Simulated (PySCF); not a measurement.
Hf(OH)3(SH) (H4HfO3S), SMILES [SH][Hf]([OH])([OH])[OH], multiplicity 1.

Geometry: PBE-D3(BJ)/def2-SVP. The multiplicity is an assumed one; no other spin state was optimised. The structure was generated by enumeration; whether it is a known compound was not checked. The def2 effective core potentials stand for the cores of Hf; spin–orbit coupling is left out. The values are those of a single conformer.

Method: PySCF 2.14.0 with PBE-D3(BJ)/def2-SVP.

Frequencies are harmonic and unscaled.

```csv
mode,ν (cm⁻¹),IR (km/mol),moving atoms (share of kinetic energy)
1,73,0.8,"H 86 %, O 11 %"
2,84,0.0,"H 62 %, O 37 %"
3,114,6.5,"O 47 %, S 27 %, H 16 %, Hf 10 %"
4,127,6.7,"O 35 %, H 30 %, S 24 %, Hf 11 %"
5,142,20.9,"O 55 %, H 28 %, Hf 10 %"
6,171,7.3,"O 68 %, H 27 %"
7,182,0.7,"O 53 %, H 42 %"
8,222,251.3,"H 66 %, O 31 %"
9,234,249.4,"H 74 %, O 22 %"
10,270,181.4,"H 82 %, O 17 %"
11,294,27.5,"H 86 %, O 13 %"
12,326,0.2,"S 67 %, H 19 %, Hf 13 %"
13,355,245.5,"H 63 %, O 22 %, S 8 %"
14,503,19.4,"H 90 %, S 9 %"
15,681,136.7,"O 82 %, Hf 12 %"
16,685,126.6,"O 80 %, Hf 13 %"
17,701,56.8,O 91 %
18,2601,2.4,H 97 %
19,3886,267.3,H 94 %
20,3898,323.6,H 94 %
21,3901,156.6,H 94 %
```
